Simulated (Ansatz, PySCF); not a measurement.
Here is a job for PySCF.
```python
from pyscf import gto, scf, dft

mol = gto.M(
    atom='''
Na   -0.000000   -0.000000   -1.715200
Cl    0.000000    0.000000    1.109835
''',
    basis='cc-pvdz',
    charge=1,
    spin=1,
    verbose=4,
)

mf = dft.UKS(mol)
mf.xc = 'wb97m_v'
mf.grids.atom_grid = (99, 590)
mf.grids.prune = None
mf.kernel()
```

Write the same job for Ansatz (an electronic-structure program).

One answer among several that fit: 
Ansatz 0.2 input:
```yaml
crystal:
  periodic: [false, false, false]
  atoms:
    - {symbol: Na, position_ang: [-0.00000000, -0.00000000, -1.71519955]}
    - {symbol: Cl, position_ang: [0.00000000, 0.00000000, 1.10983500]}
basis:
  gaussian:
    orbitals: cc-pVDZ
hamiltonian:
  xc: {name: wB97M-V}
total_charge: 1
magnetization: {spin_polarized: true, initial_magnetization: 1}
accuracy: high
```

Both were run: PySCF gave -622.199854 Eh and Ansatz -622.199824 Eh, 0.030 mEh apart.
